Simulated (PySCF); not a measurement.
Geometry:
| atom | x (Å) | y (Å) | z (Å) |
| --- | --- | --- | --- |
| C1 | 4.619 | -0.617 | -0.178 |
| C2 | 3.418 | 0.288 | 0.042 |
| C3 | 2.083 | -0.421 | -0.138 |
| C4 | 0.876 | 0.479 | 0.077 |
| C5 | -0.458 | -0.231 | -0.103 |
| C6 | -1.658 | 0.680 | 0.107 |
| C7 | -3.023 | 0.000 | 0.046 |
| C8 | -3.338 | -0.610 | -1.311 |
| O9 | -4.038 | 0.893 | 0.447 |
| H10 | 5.568 | -0.076 | -0.041 |
| H11 | 4.621 | -1.038 | -1.196 |
| H12 | 4.615 | -1.464 | 0.526 |
| H13 | 3.468 | 1.147 | -0.651 |
| H14 | 3.462 | 0.723 | 1.056 |
| H15 | 2.028 | -1.278 | 0.558 |
| H16 | 2.037 | -0.861 | -1.152 |
| H17 | 0.922 | 0.917 | 1.090 |
| H18 | 0.930 | 1.336 | -0.619 |
| H19 | -0.518 | -1.078 | 0.604 |
| H20 | -0.493 | -0.679 | -1.111 |
| H21 | -1.585 | 1.170 | 1.092 |
| H22 | -1.639 | 1.496 | -0.642 |
| H23 | -3.040 | -0.803 | 0.804 |
| H24 | -4.350 | -1.040 | -1.303 |
| H25 | -2.627 | -1.403 | -1.585 |
| H26 | -3.300 | 0.161 | -2.100 |
| H27 | -4.048 | 1.620 | -0.185 |

Geometry: PBE0-D3(BJ)/def2-SVP; GIAO absolute shieldings from PySCF 2.14.0 with density-fitted response routines, gas phase, non-relativistic, averaged over equivalent atoms.

At mPW1PW91/pcSseg-1 (243 basis functions, 39 s wall time on 1 thread of an Arm Neoverse V2, shared host):
```
      atoms  σ (ppm)
         C7    114.2
         C6    138.7
         C3    147.2
         C4    148.7
         C5    153.0
         C2    156.5
         C8    158.7
         C1    166.7
         O9    253.9
        H23    27.99
        H21    29.60
        H14    30.12
        H13    30.14
        H17    30.19
H24/H25/H26    30.23
        H15    30.24
        H18    30.25
        H16    30.28
H10/H11/H12    30.32
        H19    30.34
        H20    30.34
        H22    30.61
        H27    31.86
```

Q: What do these become at PBE0/pcSseg-1?

A: 
| atoms | σ at PBE0/pcSseg-1 | change |
| --- | --- | --- |
| C7 | 115.0 | +0.8 |
| C6 | 139.3 | +0.6 |
| C3 | 147.8 | +0.6 |
| C4 | 149.3 | +0.6 |
| C5 | 153.6 | +0.6 |
| C2 | 157.3 | +0.8 |
| C8 | 159.6 | +0.9 |
| C1 | 167.7 | +1.0 |
| O9 | 254.1 | +0.2 |
| H23 | 27.93 | -0.06 |
| H21 | 29.54 | -0.06 |
| H14 | 30.06 | -0.06 |
| H13 | 30.08 | -0.06 |
| H17 | 30.13 | -0.06 |
| H24/H25/H26 | 30.18 | -0.05 |
| H15 | 30.18 | -0.06 |
| H18 | 30.18 | -0.07 |
| H16 | 30.22 | -0.06 |
| H10/H11/H12 | 30.26 | -0.06 |
| H19 | 30.28 | -0.06 |
| H20 | 30.28 | -0.06 |
| H22 | 30.56 | -0.05 |
| H27 | 31.82 | -0.04 |

The largest change is at C1 (methyl carbon). Cost: 243 basis functions, 51 s wall time on 1 thread of an Arm Neoverse V2, shared host. The order of the carbon signals is the same at both levels.
